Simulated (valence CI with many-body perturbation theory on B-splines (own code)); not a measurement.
Ag34+: fill in the table

Calculated by configuration interaction combined with many-body perturbation theory (CI+MBPT): three valence electrons over a frozen Dirac-Fock core [Ne], radial functions for each j: 11 s, 11 p, 9 d, 7 f, 5 g, 2 h, 1 i, with the one-electron correlation potential Σ1 (screened to all orders), the two-electron term Σ2, the three-electron term Σ3, Breit, model QED; selected single and double excitations, second order for the rest (own B-spline code, finite nucleus).

The last digits are not significant, and no measured levels were compared; by estimate large intervals hold to a few tenths of a per cent, small ones and those within an open d or f shell to about a per cent.

```tsv
Level	E (cm⁻¹)
(3s^2 3p1/2) J=1/2	0
(3s^2 3p3/2) J=3/2	347310
(3s 3p1/2^2) J=1/2	652710
(3s 3p1/2 3p3/2) J=3/2 [a]	?
(3s 3p1/2 3p3/2) J=5/2	967820
(3s 3p1/2 3p3/2) J=3/2 [b]	1073400
(3s 3p1/2 3p3/2) J=1/2	1143400
(3s 3p3/2^2) J=5/2	1272500
(3s^2 3d3/2) J=3/2	?
(3s 3p3/2^2) J=1/2	?
(3s^2 3d5/2) J=5/2	1493400
(3s 3p3/2^2) J=3/2	?
(3p1/2^2 3p3/2) J=3/2	1759500
(3s 3p1/2 3d3/2) J=3/2 [a]	1866000
(3s 3p1/2 3d3/2) J=5/2	1903200
(3s 3p1/2 3d5/2) J=5/2 [a]	?
(3p1/2 3p3/2^2) J=3/2	2014600
(3s 3p1/2 3d3/2) J=1/2	2024500
(3s 3p1/2 3d3/2) J=3/2 [b]	2024900
(3s 3p1/2 3d5/2) J=7/2	?
```

Levels are named by their leading jj configuration (3d3/2^4 stands for four electrons in 3d with j = 3/2), which in mixed levels can hold well under half, so a name can repeat and another be missing. Letters in brackets count levels of one name in rising energy.

(1) The levels stand in rising order. What does the calculation give for the missing energies?

Results:

(1) (3s 3p1/2 3p3/2) J=3/2 [a] 897390; (3s^2 3d3/2) J=3/2 1385400; (3s 3p3/2^2) J=1/2 1493400; (3s 3p3/2^2) J=3/2 1534300; (3s 3p1/2 3d5/2) J=5/2 [a] 1986800; (3s 3p1/2 3d5/2) J=7/2 2028400.
